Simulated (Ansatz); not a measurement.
Relaxation of Ag₂Te₄ with RKS PBE0-D4/def2-SVP.

```sh
$ ansatz run in.yaml --threads 4 --pin off --events-out ev --progress --plain --max-ram 4787MiB
```

```yaml
crystal:
  periodic: [false, false, false]
  atoms:
    - {symbol: Ag, position_ang: [1.045330, -0.189630, 3.764410]}
    - {symbol: Ag, position_ang: [3.024980, -0.837480, 2.674860]}
    - {symbol: Te, position_ang: [-2.297650, 0.525940, -5.181550]}
    - {symbol: Te, position_ang: [-1.451750, 0.351500, -2.726650]}
    - {symbol: Te, position_ang: [-0.603700, 0.172140, -0.383060]}
    - {symbol: Te, position_ang: [0.282800, -0.022470, 1.851990]}
basis:
  gaussian: {orbitals: def2-SVP}
hamiltonian: {xc: pbe0, dispersion: d4}
scf: {lower_state_search: "off"}
output: {orbitals: {seedname: orbitals}}
relax: {f_tol: 0.02, max_steps: 100}
```

It took 5.2 min on 4 threads of Arm Neoverse V2 on a shared host, peak host memory 0.67 GiB.

Positions (Å) and forces (eV/Å) at steps 1, 2, 3, 4, 5, 6, 7, 8, 9, 10, 11, 12, 13, 14, 15, 16, 17, 18, 19, 20, 21, 22, 23, 24, 25, 26, 27, 28, 29, 30, 31, 32, 33, 34, 35, 36, 37, 38, 39, 40, 43, 45 of 45:

```xyz
6
step=1 energy=-37168.2983 eV
Ag    1.045   -0.190    3.764    2.869   -0.364   14.693
Ag    3.025   -0.837    2.675    2.930   -0.950   -1.355
Te   -2.298    0.526   -5.182   -0.609    0.184   -0.104
Te   -1.452    0.351   -2.727   -0.219   -0.067   -3.861
Te   -0.604    0.172   -0.383   -0.977    0.264   -1.032
Te    0.283   -0.022    1.852   -3.995    0.933   -8.341
6
step=2 energy=-37170.7188 eV
Ag    1.084   -0.195    3.955    0.534    0.005    4.794
Ag    3.067   -0.851    2.660    1.341   -0.439   -0.741
Te   -2.312    0.530   -5.191   -0.807    0.220   -0.805
Te   -1.454    0.350   -2.796    0.106   -0.126   -2.702
Te   -0.627    0.178   -0.414   -1.471    0.367   -2.452
Te    0.242   -0.012    1.785    0.297   -0.027    1.906
6
step=3 energy=-37172.0675 eV
Ag    1.147   -0.211    4.090    0.384    0.008    3.562
Ag    3.119   -0.865    2.693    0.741   -0.256   -0.703
Te   -2.424    0.562   -5.307   -0.499    0.146   -0.193
Te   -1.360    0.308   -2.967    0.437   -0.174   -1.195
Te   -0.738    0.220   -0.390   -1.146    0.288   -1.923
Te    0.255   -0.014    1.881    0.083   -0.012    0.451
6
step=4 energy=-37172.9623 eV
Ag    1.190   -0.217    4.279    0.130    0.022    1.724
Ag    3.105   -0.864    2.636   -0.039   -0.010   -0.536
Te   -2.509    0.587   -5.349   -0.365    0.115    0.076
Te   -1.252    0.270   -3.097    0.477   -0.162   -0.512
Te   -0.816    0.244   -0.419   -0.621    0.145   -1.253
Te    0.282   -0.020    1.950    0.418   -0.111    0.500
6
step=5 energy=-37173.5241 eV
Ag    1.209   -0.217    4.459   -0.115    0.056    0.546
Ag    3.035   -0.846    2.552   -0.470    0.128   -0.420
Te   -2.616    0.621   -5.321   -0.132    0.057    0.447
Te   -1.104    0.221   -3.210    0.354   -0.116   -0.230
Te   -0.844    0.250   -0.485   -0.435    0.094   -1.116
Te    0.320   -0.029    2.003    0.798   -0.219    0.773
6
step=6 energy=-37173.9257 eV
Ag    1.188   -0.206    4.577   -0.221    0.071    0.050
Ag    2.964   -0.827    2.475   -0.409    0.115   -0.286
Te   -2.709    0.653   -5.225    0.239   -0.047    0.760
Te   -0.939    0.166   -3.298    0.023   -0.007   -0.064
Te   -0.885    0.260   -0.563   -0.439    0.094   -1.185
Te    0.381   -0.047    2.034    0.807   -0.226    0.726
6
step=7 energy=-37174.1826 eV
Ag    1.131   -0.185    4.645   -0.179    0.049   -0.206
Ag    2.922   -0.816    2.412    0.191   -0.061   -0.057
Te   -2.771    0.679   -5.073    0.711   -0.192    0.855
Te   -0.765    0.109   -3.365   -0.632    0.207    0.128
Te   -0.984    0.288   -0.652   -0.199    0.017   -1.172
Te    0.467   -0.074    2.033    0.109   -0.020    0.452
6
step=8 energy=-37174.3293 eV
Ag    1.028   -0.213    4.621   -0.123    0.073   -0.265
Ag    2.930   -0.839    2.422    0.024   -0.015   -0.030
Te   -2.800    0.711   -4.878    0.400   -0.143    0.370
Te   -0.698    0.081   -3.402   -0.408    0.156    0.070
Te   -0.981    0.191   -0.755   -0.101    0.023   -0.623
Te    0.522    0.069    1.991    0.208   -0.094    0.479
6
step=9 energy=-37174.3876 eV
Ag    0.933   -0.175    4.635   -0.071    0.056   -0.288
Ag    2.965   -0.871    2.489    0.055   -0.026    0.000
Te   -2.873    0.716   -4.772    0.132   -0.054    0.069
Te   -0.685    0.117   -3.468   -0.150    0.064   -0.262
Te   -0.936    0.143   -0.876   -0.038    0.014    0.078
Te    0.596    0.069    1.992    0.071   -0.054    0.403
6
step=10 energy=-37174.4173 eV
Ag    0.913   -0.123    4.710   -0.059    0.016   -0.151
Ag    3.005   -0.896    2.595    0.006   -0.004   -0.033
Te   -2.999    0.706   -4.779    0.006   -0.002    0.030
Te   -0.737    0.165   -3.610   -0.002    0.000   -0.164
Te   -0.789    0.167   -1.008    0.001   -0.001    0.127
Te    0.607   -0.019    2.093    0.047   -0.010    0.191
6
step=11 energy=-37174.4264 eV
Ag    0.842   -0.085    4.736   -0.014   -0.001    0.099
Ag    3.021   -0.920    2.634   -0.019    0.008   -0.030
Te   -3.106    0.701   -4.722    0.052   -0.007    0.071
Te   -0.759    0.196   -3.707   -0.021   -0.004    0.040
Te   -0.613    0.160   -1.092   -0.002    0.000   -0.077
Te    0.614   -0.052    2.152    0.004    0.003   -0.103
6
step=12 energy=-37174.4359 eV
Ag    0.783   -0.096    4.751    0.001   -0.006    0.034
Ag    2.997   -0.897    2.543    0.000    0.001   -0.008
Te   -3.113    0.729   -4.610   -0.015    0.006   -0.002
Te   -0.738    0.144   -3.725    0.003   -0.006    0.020
Te   -0.510    0.140   -1.121    0.040   -0.009    0.010
Te    0.581   -0.021    2.161   -0.029    0.015   -0.054
6
step=13 energy=-37174.4432 eV
Ag    0.719   -0.110    4.751    0.023   -0.015   -0.001
Ag    2.952   -0.870    2.443   -0.030    0.011    0.008
Te   -3.137    0.756   -4.498    0.049   -0.009    0.063
Te   -0.739    0.097   -3.722    0.001   -0.007    0.028
Te   -0.318    0.109   -1.132   -0.030    0.009   -0.083
Te    0.523    0.017    2.159   -0.012    0.010   -0.015
6
step=14 energy=-37174.4498 eV
Ag    0.698   -0.163    4.743    0.033   -0.016   -0.116
Ag    2.860   -0.814    2.289   -0.103    0.034    0.021
Te   -3.111    0.795   -4.334    0.159   -0.052    0.037
Te   -0.700   -0.003   -3.717   -0.127    0.053    0.182
Te   -0.162    0.092   -1.133   -0.013   -0.008   -0.248
Te    0.415    0.092    2.152    0.051   -0.011    0.124
6
step=15 energy=-37174.4641 eV
Ag    0.734   -0.225    4.736    0.032   -0.010   -0.206
Ag    2.756   -0.768    2.215   -0.138    0.047    0.028
Te   -3.105    0.820   -4.229    0.291   -0.104    0.061
Te   -0.692   -0.076   -3.718   -0.232    0.101    0.196
Te   -0.005    0.082   -1.169   -0.024   -0.008   -0.259
Te    0.313    0.166    2.166    0.071   -0.027    0.181
6
step=16 energy=-37174.4975 eV
Ag    0.829   -0.320    4.686   -0.029    0.027   -0.302
Ag    2.585   -0.713    2.141   -0.117    0.043   -0.002
Te   -3.074    0.836   -4.100    0.318   -0.120    0.058
Te   -0.682   -0.172   -3.698   -0.228    0.108    0.194
Te    0.183    0.099   -1.211   -0.049    0.009   -0.179
Te    0.161    0.271    2.182    0.105   -0.067    0.231
6
step=17 energy=-37174.5411 eV
Ag    0.877   -0.402    4.591   -0.069    0.032   -0.248
Ag    2.451   -0.674    2.009   -0.067    0.026   -0.057
Te   -2.998    0.839   -3.998    0.180   -0.079    0.019
Te   -0.672   -0.291   -3.599   -0.124    0.061    0.158
Te    0.292    0.181   -1.179   -0.004    0.012   -0.089
Te    0.050    0.347    2.176    0.084   -0.051    0.218
6
step=18 energy=-37174.5969 eV
Ag    0.891   -0.486    4.499   -0.051    0.002   -0.152
Ag    2.343   -0.646    1.843   -0.077    0.024   -0.107
Te   -2.936    0.824   -3.976    0.098    0.000    0.079
Te   -0.685   -0.379   -3.444    0.023   -0.095    0.047
Te    0.407    0.258   -1.113   -0.049    0.086   -0.017
Te   -0.020    0.428    2.190    0.056   -0.015    0.151
6
step=19 energy=-37174.6621 eV
Ag    0.899   -0.564    4.425   -0.022   -0.008   -0.155
Ag    2.242   -0.626    1.678   -0.120    0.042   -0.179
Te   -2.832    0.821   -3.876    0.059   -0.093   -0.045
Te   -0.650   -0.517   -3.364   -0.031    0.158    0.279
Te    0.407    0.379   -1.080    0.135   -0.130   -0.036
Te   -0.065    0.508    2.217   -0.021    0.032    0.137
6
step=20 energy=-37174.7678 eV
Ag    0.913   -0.624    4.351   -0.015   -0.013   -0.152
Ag    2.133   -0.593    1.519   -0.156    0.020   -0.221
Te   -2.805    0.792   -3.875    0.136   -0.034    0.087
Te   -0.648   -0.534   -3.238    0.021   -0.071    0.094
Te    0.526    0.381   -1.008    0.009    0.066    0.066
Te   -0.119    0.579    2.251    0.005    0.032    0.126
6
step=21 energy=-37174.8712 eV
Ag    0.929   -0.666    4.280    0.053   -0.075   -0.080
Ag    2.024   -0.582    1.357   -0.155   -0.016   -0.146
Te   -2.736    0.772   -3.831    0.133   -0.048    0.081
Te   -0.617   -0.593   -3.151    0.017   -0.069    0.096
Te    0.552    0.432   -0.951   -0.001    0.111    0.008
Te   -0.153    0.636    2.295   -0.046    0.096    0.042
6
step=22 energy=-37174.9468 eV
Ag    0.976   -0.735    4.210   -0.080    0.115   -0.348
Ag    1.887   -0.596    1.220   -0.127   -0.072    0.139
Te   -2.661    0.739   -3.782    0.096   -0.065    0.039
Te   -0.583   -0.665   -3.059    0.062    0.044    0.230
Te    0.582    0.534   -0.917   -0.131    0.123   -0.258
Te   -0.201    0.723    2.328    0.181   -0.146    0.198
6
step=23 energy=-37175.0297 eV
Ag    0.963   -0.753    4.057   -0.018    0.054   -0.232
Ag    1.767   -0.695    1.141   -0.035   -0.118    0.159
Te   -2.620    0.660   -3.685    0.009   -0.028    0.009
Te   -0.536   -0.677   -2.865    0.005   -0.046    0.044
Te    0.660    0.710   -0.899    0.030    0.180   -0.190
Te   -0.234    0.755    2.251    0.010   -0.041    0.210
6
step=24 energy=-37175.0641 eV
Ag    0.981   -0.779    3.929   -0.011    0.035   -0.068
Ag    1.661   -0.792    1.117   -0.281    0.266   -0.113
Te   -2.598    0.591   -3.624    0.030   -0.080    0.007
Te   -0.506   -0.699   -2.741    0.085    0.268    0.202
Te    0.749    0.879   -0.933    0.019   -0.344    0.005
Te   -0.288    0.800    2.252    0.158   -0.145   -0.033
6
step=25 energy=-37175.1024 eV
Ag    1.023   -0.758    3.864    0.000    0.025    0.014
Ag    1.490   -0.851    1.032   -0.118    0.085   -0.007
Te   -2.584    0.531   -3.567    0.061   -0.035    0.046
Te   -0.449   -0.655   -2.640   -0.047    0.024   -0.058
Te    0.850    0.938   -0.930    0.036   -0.011   -0.005
Te   -0.330    0.795    2.241    0.067   -0.087    0.010
6
step=26 energy=-37175.1207 eV
Ag    1.117   -0.680    3.871    0.011    0.026    0.016
Ag    1.310   -0.927    0.988   -0.049    0.029   -0.021
Te   -2.569    0.519   -3.511    0.047   -0.037    0.010
Te   -0.375   -0.626   -2.679   -0.061    0.045   -0.023
Te    0.889    0.957   -0.938    0.050   -0.014   -0.013
Te   -0.372    0.757    2.269    0.001   -0.049    0.031
6
step=27 energy=-37175.1353 eV
Ag    1.225   -0.597    3.891   -0.065    0.084   -0.091
Ag    1.134   -0.987    0.946   -0.079    0.112   -0.013
Te   -2.565    0.506   -3.490    0.084   -0.009    0.029
Te   -0.329   -0.585   -2.704   -0.042    0.018   -0.004
Te    0.980    0.969   -0.970   -0.022   -0.063    0.027
Te   -0.444    0.695    2.327    0.125   -0.142    0.053
6
step=28 energy=-37175.1466 eV
Ag    1.340   -0.513    3.868   -0.137    0.108   -0.148
Ag    0.950   -1.023    0.892   -0.042    0.110   -0.019
Te   -2.516    0.519   -3.452    0.042   -0.024   -0.007
Te   -0.274   -0.586   -2.710   -0.082    0.000   -0.048
Te    1.014    0.973   -0.984    0.051   -0.047    0.105
Te   -0.514    0.629    2.386    0.168   -0.147    0.117
6
step=29 energy=-37175.1570 eV
Ag    1.473   -0.437    3.826   -0.229    0.119   -0.171
Ag    0.757   -1.023    0.864   -0.052    0.206   -0.037
Te   -2.483    0.519   -3.472    0.064   -0.004    0.015
Te   -0.236   -0.572   -2.725   -0.089   -0.066   -0.079
Te    1.085    0.959   -1.007    0.018   -0.055    0.158
Te   -0.596    0.554    2.515    0.288   -0.200    0.115
6
step=30 energy=-37175.1765 eV
Ag    1.570   -0.416    3.777   -0.258    0.108   -0.148
Ag    0.602   -0.960    0.843   -0.070    0.287   -0.022
Te   -2.439    0.514   -3.502    0.032   -0.004    0.000
Te   -0.209   -0.594   -2.743   -0.050   -0.050   -0.035
Te    1.121    0.955   -1.043    0.007   -0.104    0.147
Te   -0.645    0.501    2.668    0.339   -0.237    0.059
6
step=31 energy=-37175.2258 eV
Ag    1.632   -0.417    3.732   -0.137    0.045   -0.067
Ag    0.468   -0.822    0.818   -0.078    0.223    0.007
Te   -2.408    0.499   -3.533    0.029    0.006    0.001
Te   -0.198   -0.627   -2.753   -0.005   -0.041    0.038
Te    1.182    0.938   -1.097    0.000   -0.058    0.003
Te   -0.676    0.429    2.832    0.191   -0.175    0.018
6
step=32 energy=-37175.2755 eV
Ag    1.680   -0.432    3.703   -0.157    0.038   -0.070
Ag    0.347   -0.672    0.790   -0.085    0.256    0.029
Te   -2.378    0.485   -3.541    0.028   -0.004   -0.006
Te   -0.187   -0.667   -2.748   -0.027   -0.051    0.068
Te    1.246    0.933   -1.173    0.023   -0.043    0.018
Te   -0.708    0.354    2.969    0.218   -0.196   -0.039
6
step=33 energy=-37175.3387 eV
Ag    1.693   -0.459    3.663   -0.002   -0.020   -0.028
Ag    0.259   -0.501    0.756   -0.084    0.204    0.022
Te   -2.350    0.470   -3.539    0.048   -0.027    0.002
Te   -0.196   -0.717   -2.694   -0.024    0.005    0.133
Te    1.319    0.935   -1.241    0.021   -0.041   -0.046
Te   -0.725    0.272    3.056    0.042   -0.121   -0.083
6
step=34 energy=-37175.4079 eV
Ag    1.704   -0.493    3.615   -0.010   -0.030   -0.043
Ag    0.177   -0.333    0.699   -0.089    0.202    0.052
Te   -2.319    0.446   -3.533    0.080   -0.056    0.040
Te   -0.223   -0.761   -2.569    0.002    0.085    0.169
Te    1.410    0.954   -1.307   -0.038   -0.094   -0.062
Te   -0.749    0.186    3.095    0.054   -0.107   -0.156
6
step=35 energy=-37175.4803 eV
Ag    1.702   -0.538    3.545    0.014   -0.046   -0.053
Ag    0.101   -0.163    0.645   -0.033    0.110   -0.058
Te   -2.283    0.414   -3.493    0.082   -0.082    0.070
Te   -0.240   -0.795   -2.416    0.002    0.128    0.150
Te    1.487    0.971   -1.355   -0.016   -0.072   -0.083
Te   -0.767    0.111    3.073   -0.049   -0.038   -0.026
6
step=36 energy=-37175.5400 eV
Ag    1.670   -0.610    3.430   -0.055   -0.031   -0.084
Ag    0.049    0.005    0.569   -0.052    0.130    0.287
Te   -2.272    0.339   -3.407    0.077   -0.034    0.105
Te   -0.243   -0.787   -2.221    0.045    0.027   -0.009
Te    1.612    0.995   -1.410   -0.085   -0.065   -0.054
Te   -0.816    0.058    3.039    0.069   -0.029   -0.245
6
step=37 energy=-37175.5777 eV
Ag    1.609   -0.696    3.281   -0.063   -0.003   -0.078
Ag    0.045    0.198    0.579    0.093   -0.018   -0.056
Te   -2.218    0.311   -3.239   -0.041   -0.130    0.006
Te   -0.184   -0.871   -2.125    0.001    0.252    0.088
Te    1.626    1.021   -1.484    0.016   -0.103    0.052
Te   -0.878    0.037    2.988   -0.006    0.002   -0.011
6
step=38 energy=-37175.6087 eV
Ag    1.528   -0.773    3.122   -0.053    0.001   -0.053
Ag    0.107    0.358    0.585    0.119   -0.037   -0.078
Te   -2.301    0.185   -3.124    0.182   -0.022    0.077
Te   -0.157   -0.803   -2.012   -0.040    0.086    0.045
Te    1.777    1.016   -1.484   -0.195   -0.040   -0.017
Te   -0.955    0.016    2.912   -0.013    0.013    0.026
6
step=39 energy=-37175.6205 eV
Ag    1.458   -0.835    3.036   -0.039    0.001    0.008
Ag    0.189    0.383    0.587   -0.024    0.074    0.135
Te   -2.280    0.151   -3.034    0.065   -0.032    0.030
Te   -0.135   -0.817   -1.923    0.013    0.072   -0.088
Te    1.769    1.073   -1.537   -0.120   -0.106    0.023
Te   -1.001    0.045    2.872    0.105   -0.009   -0.108
6
step=40 energy=-37175.6245 eV
Ag    1.448   -0.883    3.049   -0.007   -0.006   -0.002
Ag    0.210    0.446    0.602   -0.036   -0.009    0.079
Te   -2.276    0.125   -3.054   -0.016    0.011   -0.021
Te   -0.139   -0.806   -1.913   -0.112   -0.152   -0.010
Te    1.740    1.068   -1.544    0.162    0.154   -0.042
Te   -0.983    0.050    2.861    0.009    0.001   -0.004
6
step=43 energy=-37175.6286 eV
Ag    1.412   -0.976    3.015   -0.012    0.005   -0.002
Ag    0.245    0.541    0.624    0.001   -0.002   -0.002
Te   -2.266    0.066   -3.073    0.008   -0.005    0.003
Te   -0.154   -0.803   -1.841    0.002    0.021    0.005
Te    1.739    1.105   -1.579   -0.011   -0.013    0.001
Te   -0.975    0.068    2.855    0.014   -0.006   -0.004
6
step=45 energy=-37175.6286 eV
Ag    1.393   -1.013    2.996   -0.004    0.004    0.002
Ag    0.272    0.589    0.634   -0.005    0.007    0.005
Te   -2.259    0.041   -3.074   -0.004   -0.007    0.003
Te   -0.163   -0.797   -1.796   -0.010    0.003   -0.013
Te    1.734    1.114   -1.598    0.015   -0.001    0.005
Te   -0.978    0.066    2.838    0.007   -0.006   -0.003
```

In the def2 sets Ag, Te take a core potential; there is no spin–orbit coupling. The restricted singlet is unstable towards broken spin symmetry at other levels; at PBE0-D4/def2-SVP this wasn't settled. Another isomer (singlet) lies 1.78 eV lower at PBE0-D4/def2-TZVP; other spin states weren't run for this one.
